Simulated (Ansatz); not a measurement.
PBE exchange is replaced step by step with exact exchange (0 % is PBE, 25 % PBE0; no dispersion term), basis def2-TZVP, Ansatz. System: W4. The state is a singlet with charge 0. Geometry: PBE0-D4/def2-SVP.

Geometry of the singlet:

Cartesian coordinates in Å:
```
W -0.3840 1.0132 -1.1305
W -0.1967 -0.7253 1.3738
W 1.1166 0.9392 0.5678
W -0.5358 -1.2272 -0.8111
```

In the def2 sets W takes a core potential; there is no spin–orbit coupling. The order of the spin states hangs on the level: the triplet lies 0.46 eV below the singlet at PBE with 50 % exact exchange/def2-TZVP, but 0.61 eV above it at PBE-D4/def2-TZVP. The triplet is doubtful at PBE with 50 % exact exchange/def2-TZVP (⟨S²⟩ 4.86, where a pure state has 2.00). The triplet is doubtful at PBE-D4/def2-TZVP (⟨S²⟩ 2.36, where a pure state has 2.00). Another isomer (singlet) lies 0.08 eV lower at PBE0-D4/def2-TZVP.

| exact exchange (%) | HOMO (eV) | LUMO (eV) | gap (eV) |
| --- | --- | --- | --- |
| 0 | -4.10 | -3.01 | 1.09 |
| 5 | -4.22 | -2.86 | 1.36 |
| 10 | -4.35 | -2.71 | 1.64 |
| 15 | -4.47 | -2.56 | 1.91 |
| 35 | -4.96 | -1.96 | 3.00 |
| 50 | -5.33 | -1.51 | 3.82 |

Problem. Fit a straight line to the column «gap (eV)» against the share of exact exchange and predict its value at 25 %.

Solution. With x = exact exchange (%) and y = gap (eV): mean x = 19.17, mean y = 2.137; Σ(x − x̄)(y − ȳ) = 102.1, Σ(x − x̄)² = 1871; slope b = 0.05457, intercept a = ȳ − b·x̄ = 1.091. The residuals of the fitted rows reach 0.00. At x = 25 the line gives 1.091 + (0.05457 × 25) = 2.46; the run gave 2.46, the same within rounding.
